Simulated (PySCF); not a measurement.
Coordinates in bohr (charge 1 multiplicity 1):
```
O     0.0000    0.0000    0.0000
Tl    4.3455    0.0000    0.0000
Tl   -2.1728    3.7633    0.0000
Tl   -2.1728   -3.7633    0.0000
```

Computed with PBE in PySCF with O def2-SVP, Tl def2-SVP with ECP60; scalar-relativistic core potentials, no spin–orbit coupling; density-fitted integrals.

This geometry of [Tl3O]+ is a stationary point at this level.

Task: What is the point group?

Result: D3h.

Task: Is it a minimum?

Result: Yes: all harmonic wavenumbers are real, though the softest, 40 cm⁻¹, leaves little margin.

Task: List the harmonic modes with their infrared intensities.

Result: 
```tsv
symmetry	ω (cm⁻¹)	IR (km/mol, summed over degenerate members)
e'	40	0.2
a1'	113	0.0
a2''	132	6.3
e'	418	580
```

Task: Give the ideal-gas entropy at 298.15 K and 1 bar by parts.

Result: translation 189.3, rotation 128.7, vibration 77.0, spin 0.0; total 395.0 J/(mol K).

In D3h the vibrations span 2e' + a1' + a2''. The a1' mode carries no infrared intensity, as symmetry demands.

Other isomers or separated fragments may lie lower. No spin–orbit coupling is included, which matters more the heavier the element.
